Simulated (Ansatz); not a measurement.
`CSC(F)[SeH]` + H₂Se → `[SeH][SeH]` + `CSCF` at 500 K and 1 bar (ligand exchange at the Se–C bond).

Computed with Ansatz on PBE0-D4/def2-TZVP structures; ΔE is electronic, products minus reactants. CCSD(T)/CBS adds triple-zeta CCSD(T) − MP2 to the extrapolated MP2 energy (def2 sets, frozen cores). For Se outer-core shells are correlated without core-valence functions, which leaves a few kJ/mol of doubt a bond. Scalar relativity is left out up to krypton. One conformer a species, not always the lowest.

| species | CCSD(T)/CBS energy (Eh) | H − E (kJ/mol) | S (J/(mol·K)) |
| --- | --- | --- | --- |
| `CSC(F)[SeH]` | -2977.36337 | 220.9 | 423.6 |
| H₂Se | -2401.89790 | 53.1 | 237.8 |
| `[SeH][SeH]` | -4802.61264 | 65.8 | 307.6 |
| `CSCF` | -576.66859 | 216.8 | 357.4 |

H − E and S are ideal-gas, rigid-rotor, harmonic terms from PBE0-D4/def2-TZVP, for one conformer and one mirror image of each species. 1 Eh = 2625.50 kJ/mol, R = 8.31446 J/(mol·K).

Q: By hand: ΔE, ΔH, ΔS and ΔG.

A: ΔE = (-4802.61264) + (-576.66859) − (-2977.36337) − (-2401.89790) = -0.01996 Eh = -52.4 kJ/mol. Δ(H − E) = 65.8 + 216.8 − 220.9 − 53.1 = 8.6, so ΔH = -43.8 kJ/mol. ΔS = 307.6 + 357.4 − 423.6 − 237.8 = 3.6 J/(mol·K). ΔG = -43.8 − 500 × (3.6)/1000 = -45.6 kJ/mol.

Q: By hand: the equilibrium constant, and the temperature at which ΔG would vanish if ΔH and ΔS stayed fixed.

A: log₁₀ K = −ΔG/(RT ln 10) = 4.8. ΔH and −TΔS have one sign here, so there is no such temperature. One of them is within its doubt of zero, so this could turn.

The number of gas molecules stays the same, so ΔS is small and ΔH decides. A doubt of 5 kJ/mol in ΔE shifts log₁₀ K by 0.5 here. Other conformers and mirror images would add mixing entropy, several J/(mol·K) or more a flexible species. These are equilibria of isolated gas molecules and say nothing of rates. Largest T1 diagnostic: 0.011 (customary marks: 0.02 for closed shells, 0.045 for open ones).
